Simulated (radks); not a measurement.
The sulfur ion S4+, [Ne] 3s2. Calculated with a radial shooting solver on a logarithmic mesh with Libxc functionals: non-relativistic Kohn-Sham, PBE, spin-polarised, spherical densities, point nucleus. Every spin shell is full or empty, so the densities are truly spherical. Functionals are evaluated on that one density, not self-consistently. Rank these exchange functionals by their error against the exact value of the orbitals, and give that value: LDA, PBE, RPBE, PW91, PW86, SOGGA, G96, APBE, TPSS, revTPSS, r2SCAN, Tao-Mo, TASK.

Answer. Exact: -23.4997 hartree. From best to worst, with 100 (|E| - |E exact|)/|E exact| (equal figures are ties): r2SCAN -0.02, Tao-Mo -0.08, PW91 -0.09, RPBE +0.10, G96 +0.11, TPSS +0.26, revTPSS -0.42, PBE -0.50, PW86 +0.60, APBE +0.67, TASK -3.10, SOGGA -3.59, LDA -8.19.
